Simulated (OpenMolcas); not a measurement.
# Hf3+ in a point-charge field

Hf3+ among 6 point charges of -0.8 e arranged as an octahedron (Oh), 2.12 Å from the ion.

```yaml
Program: OpenMolcas 26.06
Method: "SS-CASPT2, IPEA 0.25 Eh, imaginary shift 0.1 Eh (closed shells correlated: 4f 5s 5p)"
Basis: ANO-RCC-VTZP [8s7p5d3f2g1h]
Scalar_Hamiltonian: DKH2, point nucleus
Active_space: 1 electron in 5 orbitals (5d)
State_averaging: 2S+1 = 2 even, 5 roots
Spin-orbit_coupling: RASSI with atomic mean-field integrals over the reference wave functions
```

The lowest spin-free states (labels of O, the rotations of Oh), above the lowest:

| State | Degeneracy | E (cm-1) | Free-ion L (%) |
| --- | --- | --- | --- |
| 2T2 | 3 | 0 | D (100) |
| 2E | 2 | 8410 | D (100) |

The lowest levels with spin-orbit coupling:

```tsv
E (cm-1)	Degeneracy	Label	2S+1	g
0	4	Γ8	2	
3340	2	Γ7	2	2.00 2.00 2.00
10480	4	Γ8	2
```

Powder χT (cm3 K/mol): 0.0886 at 2 K, 0.0896 at 10 K, 0.095 at 50 K, 0.102 at 100 K, 0.115 at 200 K, 0.129 at 300 K. The effective moment at 300 K is 2.828 √(χT) = 1.01 μB.

The lowest level has 2S+1 = 2, for which the spin-only value is χT = S(S+1) / 2 = 0.375 cm3 K/mol (g = 2). The computed 0.129 at 300 K differs by -0.246, through orbital momentum, spin-orbit coupling and any other state in reach. With a threefold ground state the orbital momentum is unquenched, so the spin-only value is not expected to hold.

The gap between the two states is 10Dq = 8412 cm-1.

Roots that are degenerate in the reference are averaged as groups; the widest CASPT2 spread within a group is 86 cm-1 (the 3-fold group of multiplicity 2 near 0 cm-1 above the lowest state of its run). Shifts and gaps below about the spread of the groups concerned are not significant. An orbital triplet at a regular site is open to Jahn-Teller coupling, which can distort the site and quench the lowest spin-orbit gaps and is left out. This field is weak: 10Dq is about 8412 cm-1, while octahedral complexes of 5d ions of charge 3 and more, computed by the same method with explicit ligands, had a median near 35000 cm-1. Ground spin and moment need not be those of a real site. Free-ion shares, where given, are those of the reference states; single-state CASPT2 does not remix them. Point charges carry no covalency, so the field is a model and not that of real ligands. No measured value stands beside these numbers.
